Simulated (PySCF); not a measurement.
These 2 structures share the formula C2H8NPSi. Computed with PBE0-D3(BJ)/def2-SVP geometry optimisation, gas phase in PySCF 2.14.0. One conformer each; no zero-point energy, no entropy. No frequencies were run at this level. Point groups hold within 0.08 Å.

Question: Order them by energy at this level, lowest first, and give relative energies in kcal/mol.
A. `[CH2:1]=[CH:2][Si@H:3]([NH2:4])[PH2:5]` with C1–C2–Si3–N4 138°, C2–Si3–N4–H 164° and -57°, C2–Si3–P5–H 78° and 172°
B. `[CH3:1]/[N:2]=[CH:3]\[SiH2:4][PH2:5]` with N2–C3–Si4–P5 67°, C3–Si4–P5–H 158° and 64°

Answer: A (0.0), B (26.0).

As drawn, the lower has an N–H bond and a C=C bond outside aromatic rings, which the higher lacks; the higher has a C=N bond, which the lower lacks.

```
       SMILES      E (Eh)  E rel (kcal/mol)  dipole (D)  point group     A, B, C (MHz)
C=C[Si@H](N)P  -765.92927               0.0        1.89           C1  3013, 2621, 1537
C/N=C\[SiH2]P  -765.88783              26.0        1.13           C1  4635, 1764, 1468
```

Question: How do the relative energies change in single points at B3LYP/pcSseg-1 (no added dispersion term) on the same geometries?

Answer: 
| SMILES | PBE0-D3(BJ)/def2-SVP (kcal/mol) | B3LYP/pcSseg-1 (kcal/mol) | shift |
| --- | --- | --- | --- |
| C=C[Si@H](N)P | 0.0 | 0.0 | 0.0 |
| C/N=C\[SiH2]P | 26.0 | 27.0 | +1.0 |

Each column counts from its own lowest isomer. The order is unchanged; the largest shift is 1.0 kcal/mol.
